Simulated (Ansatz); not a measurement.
**Worked example: CH3Cl + SnCl2 → Cl2 + Sn(CH3)Cl**

Species: CH3Cl (chloromethane) `CCl`, singlet; SnCl2 `[Cl][Sn][Cl]`, singlet; Cl2 (chlorine), singlet; Sn(CH3)Cl, singlet. The partners trade CH3 for Cl: Cl–CH3 and Sn–Cl bonds give way to Cl–Cl and Sn–CH3.

Shapes, held fixed at every level: PBE0-D4/def2-TZVP. Programs: Ansatz 0.2.0. The zero-point and thermal change to 298 K, harmonic and unscaled (PBE0-D4/def2-TZVP), is -5.8 kJ/mol.

At CCSD(T)/def2-TZVPP; 1 Eh = 2625.50 kJ/mol:

```
  species   energy (Eh)
    CH3Cl   -499.560551
    SnCl2  -1133.220282
      Cl2   -919.413501
Sn(CH3)Cl   -713.267540
```

Q: Work out ΔH(298 K) of the reaction at this level.

A: 
1. Products less reactants: (-919.413501) + (-713.267540) − [(-499.560551) + (-1133.220282)] = 0.099792 Eh = +262.0 kJ/mol.
2. With the thermal change: +262.0 + (-5.8) = +256.2 kJ/mol.

Other levels give +252.4 (PBE-D4/def2-TZVPP) to +283.7 kJ/mol (HF/def2-TZVPP). No measured value is set beside it here. For atoms past krypton def2 sets carry core potentials with scalar relativity. Outer-core shells of Sn are correlated, in sets that cover them unevenly.
